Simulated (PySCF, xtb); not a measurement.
GeHF2Cl, SMILES [Cl][GeH]([F])[F].

Harmonic wavenumbers (cm⁻¹) from GFN2-xTB run with xtb 6.7.1 at its own minimum, in rising order: 139, 163, 188, 390, 478, 487, 571, 574, 1968.

What does B3LYP-D3(BJ)/def2-SVP run with PySCF 2.14.0 give at its own minimum? (Estimate from the structure and the level; the computed values follow.)

178, 214, 252, 447, 713, 721, 732, 751, 2222. Paired by order, the mean absolute difference is 142 cm⁻¹ and the zero-point energies are 7.1 and 8.9 kcal/mol.
